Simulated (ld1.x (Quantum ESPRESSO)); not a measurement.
# Before and after: PAW potential for S (Z = 16)

| Item | Value |
| --- | --- |
| Element | S |
| Generator | ld1.x (Quantum ESPRESSO) 7.5 |
| Type | PAW |
| Functional | PBE |
| Relativity | scalar-relativistic |
| Frozen core | [Ne] |
| Valence charge | 6 |
| Reference configuration | 3s2 3p2 (charge +2) |
| Partial waves | 3s (bound): rcut 1.05, rcutus 1.40 bohr; 3s channel at -2.6 Ry: rcut 1.05, rcutus 1.40 bohr; 3p (bound): rcut 1.25, rcutus 1.65 bohr; 3p channel at -1.7 Ry: rcut 1.25, rcutus 1.65 bohr |
| Local potential | all-electron potential smoothed inside 1.15 bohr (lloc = -1) |
| Core correction | Bessel-smoothed model core inside 1.30 bohr |
| Augmentation charge | PSQ, inside the norm-conserving radii |

All-electron outer shells of the reference configuration (PBE, scalar-relativistic, ld1.x):

| shell | level (eV) | outermost node (bohr) | outermost maximum (bohr) |
| --- | --- | --- | --- |
| 3s | -39.40 | 0.60 | 1.37 |
| 3p | -27.98 | 0.57 | 1.50 |

Change: augmentation PSQ, radius 0.95 bohr.

Cutoffs: the cutoffs (Ry, on a coarse ladder) from which the occupation-weighted sum of valence levels, in a spherical-Bessel basis at the reference potential, stays within 10 and 1 mRy of its value at 400 Ry; they do not see the model core or the augmentation charge, which bear on the density cutoff. Errors are all-electron minus pseudo energies relative to the spin-unpolarised reference configuration.

Question: Predict the effect on cutoff, ghosts and configuration errors.

Answer: The potential gets neither clearly harder nor softer (21 Ry and 35 Ry → 21 Ry and 35 Ry); of the 7 tests that both files solve, the error grows in 1 and shrinks in 0 by more than 15 % and 0.3 meV (median size 2.2 → 2.1 meV); neither file shows a bound ghost.

| quantity | base | changed |
| --- | --- | --- |
| cutoff, loose | 21 Ry | 21 Ry |
| cutoff, tight | 35 Ry | 35 Ry |
| bound ghosts | none | none |
| error for 3s2 3p4, meV [ΔE -34.05 eV] | -2.2 | -2.1 |
| error for 3s2 3p3, meV [ΔE -22.28 eV] | -0.8 | -0.7 |
| error for 3s2 3p1, meV [ΔE 34.04 eV] | -9.4 | -9.4 |
| error for 3s2 3p0, meV [ΔE 80.84 eV] | -51 | -51 |
| error for 3s0 3p6, meV [ΔE -13.31 eV] | -0.6 | -1.0 |
| error for 3s1 3p4, meV [ΔE -11.40 eV] | -0.3 | -0.4 |
| error for 3s2 3p4.3, meV [ΔE -35.76 eV] | -2.2 | -2.1 |
| s: phases at 1.79 bohr within 0.05 rad from the reference energy up to (Ry; the scan ends near 5) | 3.9 | 3.9 |
| p: phases at 1.79 bohr within 0.05 rad from the reference energy up to (Ry; the scan ends near 5) | to the end of the scan | to the end of the scan |
| lowest overlap eigenvalue by channel | s 0.45, p 0.77 | s 0.45, p 0.77 |
